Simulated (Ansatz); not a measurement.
Ansatz (a first-principles code) input (B3LYP-D3(BJ)/def2-TZVP):

Ansatz 0.2 input:
```yaml
crystal:
  periodic: [false, false, false]
  atoms:
    - {symbol: Si, position_ang: [0.58266884, 0.83266184, -0.21771611]}
    - {symbol: C, position_ang: [1.59786542, -0.74631641, 0.02663500]}
    - {symbol: Cl, position_ang: [1.38345189, 2.36187538, 0.84536582]}
    - {symbol: N, position_ang: [-1.01804595, 0.60903699, 0.38433411]}
    - {symbol: Si, position_ang: [-2.09165097, -0.75125973, 0.21705686]}
    - {symbol: H, position_ang: [0.56526531, 1.25002907, -1.62252986]}
    - {symbol: H, position_ang: [1.13256977, -1.58555976, -0.47928100]}
    - {symbol: H, position_ang: [2.60136053, -0.63429885, -0.37258436]}
    - {symbol: H, position_ang: [1.68828842, -1.00463860, 1.07814963]}
    - {symbol: H, position_ang: [-1.40281833, 1.38307741, 0.90293769]}
    - {symbol: H, position_ang: [-1.65824400, -1.52166951, -0.94040578]}
    - {symbol: H, position_ang: [-3.45062783, -0.22502461, 0.13918660]}
basis:
  gaussian:
    orbitals: def2-TZVP
hamiltonian:
  xc: b3lyp
  dispersion: d3bj
magnetization: {spin_polarized: true, initial_magnetization: 1}
relax: {f_tol: 0.002, max_steps: 150}
```

Output:

```
Functional definition: B3LYP
integrals: 0.17 GiB planned
1428 factors; their error is unknown
0.29 GiB of the device are held for the grids
1.27 GiB of device memory are held for the factors and their scratch space
mean field: 1.32 GiB planned
mean field evaluation 1: about -30911.0467 eV, gradient 5.8e1 eV
mean field evaluation 2: about -30884.4189 eV, gradient 8.7e1 eV
mean field evaluation 4: about -30924.1981 eV, gradient 6.8e0 eV
mean field evaluation 8: about -30924.4072 eV, gradient 1.3e-1 eV
mean field evaluation 16: about -30924.4829 eV, gradient 1.9e-4 eV
mean field -30924.48285386 eV, -1136.4537835119 hartree, gradient 2.9e-5 eV, S^2 0.752151; 0 other end points of the search recorded, 0 dependent functions left out
the calculation of the forces begins
reference -30924.48316886 eV, -1136.4537950882 hartree; 33, 32 occupied and 182, 183 virtual orbitals, 1428 factors
relax step   1: F+E_penalty+E_count = -30925.09442727 eV  Δ(F+E_penalty+E_count) = +0.000e0 eV  max|allowed force component| = 1.193e0 eV/Å  Δτ_max = 0.0000 Å  (32 SCF iters, accepted)
these checks for a lower state are left out or cut short: starts, cluster_reference, orbital_swaps, neighbouring_geometries, increment
integrals: 0.17 GiB planned
1428 factors; their error is unknown
0.29 GiB of the device are held for the grids
1.27 GiB of device memory are held for the factors and their scratch space
mean field: 1.31 GiB planned
mean field -30924.54860990 eV, -1136.4562000020 hartree, gradient 1.4e-5 eV, S^2 0.752206; 0 other end points of the search recorded, 0 dependent functions left out
the calculation of the forces begins
reference -30924.54892461 eV, -1136.4562115672 hartree; 33, 32 occupied and 182, 183 virtual orbitals, 1428 factors
relax step   2: F+E_penalty+E_count = -30925.15841644 eV  Δ(F+E_penalty+E_count) = -6.399e-2 eV  max|allowed force component| = 3.558e-1 eV/Å  Δτ_max = 0.0592 Å  (34 SCF iters, accepted)
these checks for a lower state are left out or cut short: starts, cluster_reference, orbital_swaps, neighbouring_geometries, increment
integrals: 0.17 GiB planned
1428 factors; their error is unknown
0.29 GiB of the device are held for the grids
1.27 GiB of device memory are held for the factors and their scratch space
mean field: 1.31 GiB planned
mean field evaluation 32: about -30924.5548 eV, gradient 1.3e-5 eV
mean field -30924.55478316 eV, -1136.4564268649 hartree, gradient 1.3e-5 eV, S^2 0.752196; 0 other end points of the search recorded, 0 dependent functions left out
the calculation of the forces begins
reference -30924.55509787 eV, -1136.4564384304 hartree; 33, 32 occupied and 182, 183 virtual orbitals, 1428 factors
relax step   3: F+E_penalty+E_count = -30925.16617140 eV  Δ(F+E_penalty+E_count) = -7.755e-3 eV  max|allowed force component| = 9.924e-2 eV/Å  Δτ_max = 0.0181 Å  (34 SCF iters, accepted)
these checks for a lower state are left out or cut short: starts, cluster_reference, orbital_swaps, neighbouring_geometries, increment
integrals: 0.17 GiB planned
1428 factors; their error is unknown
0.29 GiB of the device are held for the grids
1.27 GiB of device memory are held for the factors and their scratch space
mean field: 1.31 GiB planned
mean field -30924.55516605 eV, -1136.4564409358 hartree, gradient 1.2e-5 eV, S^2 0.752197; 0 other end points of the search recorded, 0 dependent functions left out
the calculation of the forces begins
reference -30924.55548028 eV, -1136.4564524836 hartree; 33, 32 occupied and 182, 183 virtual orbitals, 1428 factors
relax step   4: F+E_penalty+E_count = -30925.16747104 eV  Δ(F+E_penalty+E_count) = -1.300e-3 eV  max|allowed force component| = 6.984e-2 eV/Å  Δτ_max = 0.0237 Å  (34 SCF iters, accepted)
these checks for a lower state are left out or cut short: starts, cluster_reference, orbital_swaps, neighbouring_geometries, increment
integrals: 0.17 GiB planned
1428 factors; their error is unknown
[...]
integrals: 0.17 GiB planned
1428 factors; their error is unknown
0.29 GiB of the device are held for the grids
1.27 GiB of device memory are held for the factors and their scratch space
mean field: 1.32 GiB planned
mean field -30924.58511418 eV, -1136.4575415094 hartree, gradient 1.4e-5 eV, S^2 0.752120; 0 other end points of the search recorded, 0 dependent functions left out
the calculation of the forces begins
reference -30924.58542825 eV, -1136.4575530512 hartree; 33, 32 occupied and 182, 183 virtual orbitals, 1428 factors
relax step  19: F+E_penalty+E_count = -30925.20568411 eV  Δ(F+E_penalty+E_count) = -6.319e-4 eV  max|allowed force component| = 4.735e-2 eV/Å  Δτ_max = 0.0517 Å  (34 SCF iters, accepted)
these checks for a lower state are left out or cut short: starts, cluster_reference, orbital_swaps, neighbouring_geometries, increment
integrals: 0.17 GiB planned
1428 factors; their error is unknown
0.29 GiB of the device are held for the grids
1.27 GiB of device memory are held for the factors and their scratch space
mean field: 1.32 GiB planned
mean field -30924.58582152 eV, -1136.4575675036 hartree, gradient 1.2e-5 eV, S^2 0.752116; 0 other end points of the search recorded, 0 dependent functions left out
the calculation of the forces begins
reference -30924.58613550 eV, -1136.4575790421 hartree; 33, 32 occupied and 182, 183 virtual orbitals, 1428 factors
relax step  20: F+E_penalty+E_count = -30925.20610915 eV  Δ(F+E_penalty+E_count) = -4.250e-4 eV  max|allowed force component| = 1.943e-2 eV/Å  Δτ_max = 0.0123 Å  (35 SCF iters, accepted)
these checks for a lower state are left out or cut short: starts, cluster_reference, orbital_swaps, neighbouring_geometries, increment
integrals: 0.17 GiB planned
1428 factors; their error is unknown
0.29 GiB of the device are held for the grids
1.27 GiB of device memory are held for the factors and their scratch space
mean field: 1.32 GiB planned
mean field -30924.58666612 eV, -1136.4575985422 hartree, gradient 1.2e-5 eV, S^2 0.752119; 0 other end points of the search recorded, 0 dependent functions left out
the calculation of the forces begins
reference -30924.58698022 eV, -1136.4576100852 hartree; 33, 32 occupied and 182, 183 virtual orbitals, 1428 factors
relax step  21: F+E_penalty+E_count = -30925.20627236 eV  Δ(F+E_penalty+E_count) = -1.632e-4 eV  max|allowed force component| = 1.659e-2 eV/Å  Δτ_max = 0.0229 Å  (34 SCF iters, accepted)
these checks for a lower state are left out or cut short: starts, cluster_reference, orbital_swaps, neighbouring_geometries, increment
integrals: 0.17 GiB planned
1428 factors; their error is unknown
0.29 GiB of the device are held for the grids
1.27 GiB of device memory are held for the factors and their scratch space
mean field: 1.32 GiB planned
mean field evaluation 160: about -30924.5034 eV, gradient 7.5e-1 eV
mean field -30924.58696553 eV, -1136.4576095451 hartree, gradient 1.2e-5 eV, S^2 0.752112; 0 other end points of the search recorded, 0 dependent functions left out
the calculation of the forces begins
reference -30924.58727947 eV, -1136.4576210825 hartree; 33, 32 occupied and 182, 183 virtual orbitals, 1428 factors
relax step  22: F+E_penalty+E_count = -30925.20644984 eV  Δ(F+E_penalty+E_count) = -1.775e-4 eV  max|allowed force component| = 1.027e-2 eV/Å  Δτ_max = 0.0381 Å  (34 SCF iters, accepted)
these checks for a lower state are left out or cut short: starts, cluster_reference, orbital_swaps, neighbouring_geometries, increment
integrals: 0.17 GiB planned
1428 factors; their error is unknown
0.29 GiB of the device are held for the grids
1.27 GiB of device memory are held for the factors and their scratch space
mean field: 1.32 GiB planned
mean field -30924.58706214 eV, -1136.4576130956 hartree, gradient 1.2e-5 eV, S^2 0.752106; 0 other end points of the search recorded, 0 dependent functions left out
the calculation of the forces begins
reference -30924.58737595 eV, -1136.4576246281 hartree; 33, 32 occupied and 182, 183 virtual orbitals, 1428 factors
relax step  23: F+E_penalty+E_count = -30925.20653906 eV  Δ(F+E_penalty+E_count) = -8.923e-5 eV  max|allowed force component| = 2.534e-2 eV/Å  Δτ_max = 0.0468 Å  (34 SCF iters, accepted)
these checks for a lower state are left out or cut short: starts, cluster_reference, orbital_swaps, neighbouring_geometries, increment
integrals: 0.17 GiB planned
1428 factors; their error is unknown
0.29 GiB of the device are held for the grids
1.27 GiB of device memory are held for the factors and their scratch space
mean field: 1.32 GiB planned
mean field -30924.58702643 eV, -1136.4576117835 hartree, gradient 1.8e-5 eV, S^2 0.752104; 0 other end points of the search recorded, 0 dependent functions left out
the calculation of the forces begins
reference -30924.58734022 eV, -1136.4576233151 hartree; 33, 32 occupied and 182, 183 virtual orbitals, 1428 factors
relax step  24: F+E_penalty+E_count = -30925.20658361 eV  Δ(F+E_penalty+E_count) = -4.454e-5 eV  max|allowed force component| = 1.821e-2 eV/Å  Δτ_max = 0.0146 Å  (28 SCF iters, accepted)
these checks for a lower state are left out or cut short: starts, cluster_reference, orbital_swaps, neighbouring_geometries, increment
integrals: 0.17 GiB planned
1428 factors; their error is unknown
0.29 GiB of the device are held for the grids
1.27 GiB of device memory are held for the factors and their scratch space
mean field: 1.32 GiB planned
mean field -30924.58697044 eV, -1136.4576097257 hartree, gradient 1.2e-5 eV, S^2 0.752103; 0 other end points of the search recorded, 0 dependent functions left out
the calculation of the forces begins
reference -30924.58728418 eV, -1136.4576212556 hartree; 33, 32 occupied and 182, 183 virtual orbitals, 1428 factors
relax step  25: F+E_penalty+E_count = -30925.20662585 eV  Δ(F+E_penalty+E_count) = -4.224e-5 eV  max|allowed force component| = 5.698e-3 eV/Å  Δτ_max = 0.0245 Å  (34 SCF iters, accepted)
these checks for a lower state are left out or cut short: starts, cluster_reference, orbital_swaps, neighbouring_geometries, increment
integrals: 0.17 GiB planned
1428 factors; their error is unknown
0.29 GiB of the device are held for the grids
1.27 GiB of device memory are held for the factors and their scratch space
mean field: 1.32 GiB planned
mean field evaluation 192: about -30924.5870 eV, gradient 1.6e-5 eV
mean field -30924.58700969 eV, -1136.4576111682 hartree, gradient 1.6e-5 eV, S^2 0.752100; 0 other end points of the search recorded, 0 dependent functions left out
the calculation of the forces begins
reference -30924.58732342 eV, -1136.4576226976 hartree; 33, 32 occupied and 182, 183 virtual orbitals, 1428 factors
relax step  26: F+E_penalty+E_count = -30925.20662911 eV  Δ(F+E_penalty+E_count) = -3.262e-6 eV  max|allowed force component| = 3.194e-3 eV/Å  Δτ_max = 0.0123 Å  (28 SCF iters, accepted)
these checks for a lower state are left out or cut short: starts, cluster_reference, orbital_swaps, neighbouring_geometries, increment
integrals: 0.17 GiB planned
1428 factors; their error is unknown
0.29 GiB of the device are held for the grids
1.27 GiB of device memory are held for the factors and their scratch space
mean field: 1.32 GiB planned
mean field -30924.58703410 eV, -1136.4576120651 hartree, gradient 1.4e-5 eV, S^2 0.752100; 0 other end points of the search recorded, 0 dependent functions left out
the calculation of the forces begins
reference -30924.58734781 eV, -1136.4576235940 hartree; 33, 32 occupied and 182, 183 virtual orbitals, 1428 factors
relax step  27: F+E_penalty+E_count = -30925.20663198 eV  Δ(F+E_penalty+E_count) = -2.869e-6 eV  max|allowed force component| = 1.803e-3 eV/Å  Δτ_max = 0.0028 Å  (26 SCF iters, accepted)
integrals: 0.17 GiB planned
1428 factors; their error is unknown
0.29 GiB of the device are held for the grids
1.27 GiB of device memory are held for the factors and their scratch space
mean field: 1.32 GiB planned
mean field -30924.58703410 eV, -1136.4576120651 hartree, gradient 1.4e-5 eV, S^2 0.752100; 1 other end points of the search recorded, 0 dependent functions left out
the calculation of the forces begins
reference -30924.58734781 eV, -1136.4576235940 hartree; 33, 32 occupied and 182, 183 virtual orbitals, 1428 factors
Total energy: -30925.20694570 eV, -1136.4803933964 hartree
Atom 0 at     0.631923     0.902181    -0.163457 Å, force    -0.000724     0.000883    -0.000394 eV/Å
Atom 1 at     1.464601    -0.753744    -0.231815 Å, force    -0.000311    -0.000445     0.000487 eV/Å
Atom 2 at     1.420072     1.955223     1.452908 Å, force     0.000218    -0.000188     0.000166 eV/Å
Atom 3 at    -1.076072     0.724826    -0.011531 Å, force    -0.001664    -0.001803     0.000841 eV/Å
Atom 4 at    -2.018053    -0.556533     0.694659 Å, force     0.000751     0.001241    -0.000587 eV/Å
Atom 5 at     0.911974     1.745087    -1.341856 Å, force    -0.000044    -0.000201    -0.000099 eV/Å
Atom 6 at     1.085116    -1.344366    -1.067648 Å, force     0.000045     0.000060    -0.000108 eV/Å
Atom 7 at     2.540039    -0.620633    -0.358547 Å, force     0.000239     0.000343    -0.000094 eV/Å
Atom 8 at     1.302049    -1.315407     0.689133 Å, force     0.000012    -0.000167     0.000056 eV/Å
Atom 9 at    -1.596498     1.581954    -0.157559 Å, force     0.000911     0.000200    -0.000154 eV/Å
Atom 10 at    -1.354610    -1.846112     0.363877 Å, force     0.000036     0.000073    -0.000167 eV/Å
Atom 11 at    -3.380457    -0.504563     0.092986 Å, force     0.000531     0.000002     0.000052 eV/Å
Dipole moment:    -0.115962    -0.118200    -0.271159 e Å
```

It need not be the lowest isomer of its formula.
